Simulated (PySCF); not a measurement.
C3H13Si3 (doublet state).
Atom-mapped SMILES: `[SiH3:1][CH2:2][CH:3][SiH2:4][CH2:5][SiH3:6]` (hydrogens: H7, H8, H9 on Si1; H10, H11 on C2; H12 on C3; H13, H14 on Si4; H15, H16 on C5; H17, H18, H19 on Si6)

Cartesian coordinates in Å at the GFN2-xTB level; atoms count from 1:
```xyz
19
C3H13Si3 angstrom
Si    -2.7228    0.9583    0.6648
C     -2.1719   -0.3551   -0.6423
C     -0.7249   -0.2769   -0.8069
Si     0.4701   -1.3389    0.1128
C      2.2318   -0.7771   -0.3282
Si     2.6952    0.9723    0.2258
H     -4.1849    0.9189    0.7623
H     -2.1139    0.6219    1.9480
H     -2.2967    2.2786    0.2011
H     -2.4825   -1.3360   -0.2852
H     -2.7078   -0.1291   -1.5662
H     -0.3688    0.5170   -1.4483
H      0.2833   -1.2666    1.5761
H      0.3006   -2.7614   -0.2519
H      2.3698   -0.8591   -1.4066
H      2.9343   -1.4824    0.1153
H      2.5990    1.0791    1.6838
H      1.8073    1.9676   -0.3835
H      4.0731    1.2783   -0.1784
```

The hyperfine couplings belong to this conformer and change with its torsions.

The calculation used UKS B3LYP, pcH-1 on C H Si, non-relativistic, mean-field spin-orbit, GIAO (PySCF 2.14.0). One conformer (not necessarily the lowest) at the GFN2-xTB geometry, without solvent, vibrations or thermal averaging. The geometry wasn't refined by DFT: couplings that depend on bond lengths, twists or pyramidal angles can differ widely from those at the functional's own minimum. No stability test was run, so a lower SCF solution isn't excluded.

Largest spin populations (Mulliken): C3 (+0.93) and Si1 (+0.07). No atom but C3 exceeds +0.15. The angles at C3 add up to 359.8°, so it is planar; its axial dipolar tensor and the negative coupling of its proton fit spin in a p orbital normal to that plane.

Problem. Find Q in a(H) = Q·ρ(C) for the protons on the planar carbons that carry spin.

Solution. 
```
  H   C    ρ(C)  a(H) (G)  a/ρ (G)
H12  C3  +0.934    -18.97    -20.3
```

One proton gives one ratio, Q = -20.3 G, and no test of linearity. In McConnell's picture π spin on carbon polarises the C–H bond and leaves opposite spin at the proton, which makes Q negative, as found here.

Problem. How do the β-proton couplings of this frozen conformer go with θ, the angle between the C–H bond and the normal to the plane of the spin centre's three neighbours, both seen down the bond from centre to carbon?

Solution. 
```json
{"β H": "H10", "on": "C2", "centre": "C3", "θ (°)": "68", "cos²θ": "0.14", "a (G)": "+10.38"}
{"β H": "H11", "on": "C2", "centre": "C3", "θ (°)": "55", "cos²θ": "0.33", "a (G)": "+22.46"}
```

Couplings in gauss use g_iso = 2.0026.
